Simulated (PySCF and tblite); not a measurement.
2-fluoropyrimidine, C₄H₃FN₂, numbered as in [F:1][c:2]1[n:3][cH:4][cH:5][cH:6][n:7]1.

GFN2-xTB molecular dynamics (tblite; Langevin, friction 0.005 fs⁻¹, 1.5 fs steps, hydrogen mass 4 u): 400 + 8000 steps at each temperature, started from the lowest conformer, nuclei classical.

GIAO shieldings at KT2/pcSseg-1 (PySCF) on 8 frames a temperature; like atoms are averaged, and of two unlike H on one atom a is the less shielded at the minimum.

(1) How far do thermal motions move the shieldings from their values at the minimum?

(2) What do the single frames at 400 K give for C2?

(3) And the couplings at B3LYP/pcseg-1 with pcJ-1 on F, H?

Changes within two standard errors are not significant.

The study took 13 min on 1 thread of Arm Neoverse V1, shared host (rough), peak memory 0.69 GiB, launched as `OMP_NUM_THREADS=1 python ens_run.py task.json out`.

Results:

(1) 
```csv
signal,σ at minimum (ppm),"Δσ, 200 K","Δσ, 400 K","Δσ, 600 K"
F1,200.8,-8.8 ± 2.5,-6.0 ± 3.8,-1.0 ± 5.0
C2,21.1,-1.7 ± 1.1,-1.2 ± 2.0,-2.3 ± 2.0
N3/N7,-13.6,-3.6 ± 3.2,-4.2 ± 4.8,-7.5 ± 2.4
C4/C6,31.2,-1.2 ± 0.7,-0.3 ± 0.9,-1.1 ± 0.8
C5,71.1,0.0 ± 1.2,-2.0 ± 1.6,-0.6 ± 1.3
H4/H6,23.02,-0.05 ± 0.11,-0.23 ± 0.16,-0.27 ± 0.11
H5,24.85,0.09 ± 0.15,-0.35 ± 0.20,-0.21 ± 0.22
```

Errors are standard errors over frames. Zero-point motion is missing, and a reference compound would move too.

(2) 
```csv
t (fs),"V above the minimum, tight binding (kcal/mol)","E above it, DFT (kcal/mol)",torsions (°),σ (ppm)
1350,15.2,17.2,none,11.7
2850,7.3,6.2,none,13.7
4350,9.6,9.8,none,21.3
5850,10.5,12.5,none,23.7
7350,8.0,8.2,none,26.4
8850,13.6,15.6,none,24.1
10350,10.6,11.7,none,22.8
11850,5.7,6.8,none,15.0
```

(3) 
| pair | bonds | minimum (Hz) | 200 K | 400 K | 600 K |
| --- | --- | --- | --- | --- | --- |
| H4,H5 | 3 | 5.1 | 5.3 ± 0.3 | 5.7 ± 0.3 | 4.9 ± 0.3 |

Computed couplings to fluorine can be off by tens of per cent at such levels.
